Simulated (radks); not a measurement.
Cl3+, 14 electrons, occupied as [Ne] 3s2 3p2. All-electron calculation, non-relativistic Kohn-Sham, BLYP, spin-polarised, spherical densities, point nucleus; open shells are filled with parallel spins first. Program: a radial shooting solver on a logarithmic mesh with Libxc functionals.

Normalised radial functions P(r) = r R(r), r in bohr:

```
   r/bohr * 3d up (the largest magnitude, 0.74, reaches the edge; | marks zero)
 0.009981 *
  0.01269 *
  0.01626 *
  0.02067 *
  0.02649 *
  0.03367 *
  0.04315 *
  0.05485 *
  0.06973 *
  0.08936 |*
   0.1136 |*
   0.1456 | *
   0.1851 |   *
   0.2352 |     *
   0.3015 |         *
   0.3832 |              *
   0.4911 |                     *
   0.6243 |                             *
   0.7936 |                                       *
    1.017 |                                                *
    1.293 |                                                      *
    1.657 |                                                      *
    2.106 |                                              *
    2.699 |                                *
    3.431 |                  *
    4.362 |       *
    5.589 | *
```

3d up (empty): eigenvalue -26.903 eV, 0 radial nodes, <r> = 1.80 bohr, 90 % of the charge inside 2.85 bohr.
